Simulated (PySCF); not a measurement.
Excitations are Tamm–Dancoff values on a coarser integration grid. The basis has no diffuse functions, so Rydberg states are missing or too high.

Cartesian coordinates (Å):
SMILES: [NH2][In]([Cl])[Cl]
```xyz
6

N     -1.2152    -0.1152    -0.1520
In     0.7629     0.0061    -0.0010
Cl     1.8334     2.0512    -0.0117
Cl     2.0885    -1.8834     0.0216
H     -1.7716     0.6883     0.0923
H     -1.6745    -0.9743     0.1046
```
Charge 0, multiplicity 1.

Predict the LUMO, S1 excitation (TDA) and HOMO–LUMO gap from PySCF with CAM-B3LYP-D3(BJ)/def2-TZVP.


The LUMO comes out as -1.08 eV. The S1 excitation (TDA) is 4.90 eV and the HOMO–LUMO gap is 8.33 eV.
